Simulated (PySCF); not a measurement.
Species: C6H9FOSi.
Atom-mapped SMILES: `[CH3:1][C:2]#[C:3][Si@@:4]1([F:5])[CH2:6][CH2:7][CH2:8][O:9]1` (hydrogens: H10, H11, H12 on C1; H13, H14 on C6; H15, H16 on C7; H17, H18 on C8)

The same species was optimised twice, with GFN2-xTB and with PBE0-D3(BJ)/def2-SVP (PySCF), and the same property calculations (PySCF, gas phase) were run on both structures.

| coordinate | GFN2-xTB | PBE0-D3(BJ)/def2-SVP | change |
| --- | --- | --- | --- |
| Si4–C6 (Å) | 1.900 | 1.865 | -0.035 |
| Si4–O9 (Å) | 1.630 | 1.664 | +0.034 |
| C3–Si4 (Å) | 1.837 | 1.809 | -0.028 |
| C2≡C3 (Å) | 1.205 | 1.219 | +0.014 |
| Si4–F5 (Å) | 1.615 | 1.623 | +0.008 |
| C8–O9 (Å) | 1.410 | 1.418 | +0.008 |
| C1–C2 (Å) | 1.443 | 1.449 | +0.006 |
| C6–C7 (Å) | 1.532 | 1.537 | +0.005 |
| C7–C8 (Å) | 1.533 | 1.533 | 0.000 |
| C3–Si4–C6 (°) | 116.5 | 119.1 | +2.6 |
| F5–Si4–C6 (°) | 114.3 | 111.8 | -2.5 |
| F5–Si4–O9 (°) | 107.3 | 109.6 | +2.3 |
| C3–Si4–O9 (°) | 114.3 | 112.6 | -1.7 |
| Si4–C6–C7 (°) | 101.4 | 99.8 | -1.6 |
| Si4–O9–C8 (°) | 113.7 | 112.4 | -1.3 |
| C3–Si4–F5 (°) | 108.1 | 106.8 | -1.3 |
| C2–C3–Si4 (°) | 178.3 | 179.1 | +0.8 |

Rotational constants: A = 2521, B = 761.8, C = 705.8 MHz (GFN2-xTB) against A = 2661, B = 747.3, C = 702.5 MHz (PBE0-D3(BJ)/def2-SVP). Point groups within 0.08 Å: C1 and C1.

On the GFN2-xTB structure: HOMO (eV) -7.85 [PBE0/pcSseg-1]; LUMO (eV) 0.10 [PBE0/pcSseg-1]; dipole (D) 3.16 [PBE0/pcSseg-1]; GIAO shielding of C1 (ppm) 181.4 [PBE0/pcSseg-1]; GIAO shielding of C2 (ppm) 76.4 [PBE0/pcSseg-1]; GIAO shielding of C3 (ppm) 104.9 [PBE0/pcSseg-1]; GIAO shielding of Si4 (ppm) 366.1 [PBE0/pcSseg-1]; GIAO shielding of F5 (ppm) 317.4 [PBE0/pcSseg-1]; GIAO shielding of C6 (ppm) 173.8 [PBE0/pcSseg-1]; GIAO shielding of C7 (ppm) 158.2 [PBE0/pcSseg-1]; GIAO shielding of C8 (ppm) 117.4 [PBE0/pcSseg-1].

Q: What do these properties become on the PBE0-D3(BJ)/def2-SVP structure?

A: 
```csv
property,level,on GFN2-xTB,on PBE0-D3(BJ)/def2-SVP,change
HOMO (eV),PBE0/pcSseg-1,-7.85,-7.83,+0.02
LUMO (eV),PBE0/pcSseg-1,0.10,-0.01,-0.11
dipole (D),PBE0/pcSseg-1,3.16,3.05,-0.11
"energy, GFN2-xTB geometry as zero (kcal/mol)",PBE0/pcSseg-1,0.0,-1.5,-1.5
GIAO shielding of C1 (ppm),PBE0/pcSseg-1,181.4,178.9,-2.5
GIAO shielding of C2 (ppm),PBE0/pcSseg-1,76.4,73.5,-2.9
GIAO shielding of C3 (ppm),PBE0/pcSseg-1,104.9,104.0,-0.9
GIAO shielding of Si4 (ppm),PBE0/pcSseg-1,366.1,363.9,-2.2
GIAO shielding of F5 (ppm),PBE0/pcSseg-1,317.4,313.5,-3.9
GIAO shielding of C6 (ppm),PBE0/pcSseg-1,173.8,173.1,-0.7
GIAO shielding of C7 (ppm),PBE0/pcSseg-1,158.2,156.3,-1.9
GIAO shielding of C8 (ppm),PBE0/pcSseg-1,117.4,115.8,-1.6
```

The heavy atoms differ by 0.093 Å rms after alignment. Among bonds between heavy atoms Si4–C6 and Si4–O9 change most and about equally (-0.035 to +0.034 Å). Changes are differences of the printed values. Neither structure is proved a minimum here.
